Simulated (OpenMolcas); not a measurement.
**Tc: from CASSCF to CASPT2**

```yaml
Program: OpenMolcas
Basis: ANO-RCC-VQZP [8s7p5d3f2g1h]
Scalar_Hamiltonian: DKH2, point nucleus
Active_space: 7 electrons in 6 orbitals (4d 5s)
State_averaging: 2S+1 = 6 even, 6 roots; 2S+1 = 4 even, 64 roots kept (CI in the orbitals of an earlier block); 2S+1 = 2 even, 83 roots kept (CI in the orbitals of an earlier block)
Spin-orbit_coupling: RASSI with atomic mean-field integrals over the reference wave functions, term energies averaged over their components
```

Methods on the same reference wave functions:
A. CASSCF
B. MS-CASPT2, IPEA 0.25 Eh, imaginary shift 0.1 Eh (closed shells correlated: 4s 4p)

Energies in cm-1 above 4d5 5s2 6S 5/2, the measured ground level; measured values from NIST Handbook of Basic Atomic Spectroscopic Data.

```
                  Level      A      B  Measured
          4d6 5s 6D 9/2  -1279   5990      2573
          4d6 5s 6D 7/2   -568   6700      3251
          4d6 5s 6D 5/2  -65.6   7200      3701
         4d5 5s2 6S 5/2    0.0    0.0       0.0
          4d6 5s 6D 3/2    280   7530      4003
          4d6 5s 6D 1/2    484   7730      4179
       4d6 5s 4D 7/2(1)  10670  12780          
       4d6 5s 4D 5/2(1)  11388  13500          
       4d6 5s 4D 3/2(1)  11946  14020          
       4d6 5s 4D 1/2(1)  12276  14340          
          4d6 5s 4P 5/2  14759  17290          
          4d6 5s 4P 3/2  16110  18230          
         4d6 5s 4H 13/2  16166  20640          
         4d6 5s 4H 11/2  16241  20960          
   4d6 5s 4H 7/2 [73 %]  16594  21240          
          4d6 5s 4P 1/2  16834  18740          
4d6 5s 4F 9/2(1) [56 %]  17311  19050          
4d6 5s 4F 7/2(1) [59 %]  17534  19430          
         4d6 5s 4G 11/2  17857  18860          
4d6 5s 4F 3/2(1) [71 %]  18067  19850          
       4d6 5s 4D 1/2(2)  22781  23080          
       4d6 5s 4D 3/2(2)  22862  23160          
4d6 5s 4D 7/2(2) [66 %]  23018  23240          
4d6 5s 4D 5/2(2) [70 %]  23044  23120
```

A puts 4d6 5s 6D 9/2 lowest.

Deviations, from unrounded energies. A percentage is the sum of absolute deviations over the sum of measured energies, with the sign that they share, or ± where signs differ.

```csv
Against measurement,Levels,A,B
mean absolute deviation (cm-1),5,3800,3500
other configurations (%),5,-106.5,+98.6
```

B lies closest to measurement on these levels. The largest miss of B in the table is 4d6 5s 6D 1/2, by +3600 cm-1. The ranking rests on the paired levels alone, and a cruder setting can come out closer through cancelling errors.

The lowest spin-free term lies below A's lowest term by 0.545 hartree in B.

CASPT2 breaks the degeneracy within a term, and the mean is taken; among the terms shown or strongly mixed into the levels shown the widest spread is 520 cm-1 (4d6 5s 4G, B). Over all roots computed the reference weight is 0.83 to 0.89 in B; the roots of lowest weight are the least certain, and an intruder state may touch them. Terms from blocks run as CI alone lack orbitals of their own. Configurations are named by rounded mean occupations; where the s occupation lies near a half they are strongly mixed, a name can repeat and a true partner stay unpaired. A single d shell beside an s shell can misplace configurations of different d count against each other. Without dynamic correlation excited terms often stand tens of per cent too high (terms of higher spin than the ground term too low), and those without a measured partner can miss by more than the paired ones (holds for A). The lowest computed level is not the ground level that NIST lists (6S5/2) (holds for A). Blocks of more than 70 roots (2S+1 = 2 even) ran without multistate coupling (holds for B). The CASPT2 spread within a term exceeds the gap to the next term for 4d6 5s 4G and 4d6 5s 4F(1), 4d5 5s2 4G and 4d6 5s 4F(2), 4d6 5s 4F(2) and 4d5 5s2 4P, so the order of their levels is uncertain, and so are names and mixing where such terms share a J (holds for B). Computed and measured levels are paired by configuration, term and J; levels that our copy of the source lacks, or whose pairing is in doubt (as where it misses far off the trend of its configuration), stay unpaired and out of the deviations. Only configurations of the active space appear. The table leaves out levels that lie high or whose names do not pair safely across all columns.

A share in square brackets marks a mixed level and gives the weight of the term that names it, the lowest over the columns. A number in round brackets counts repeated terms of one configuration in the order of the reference energies.
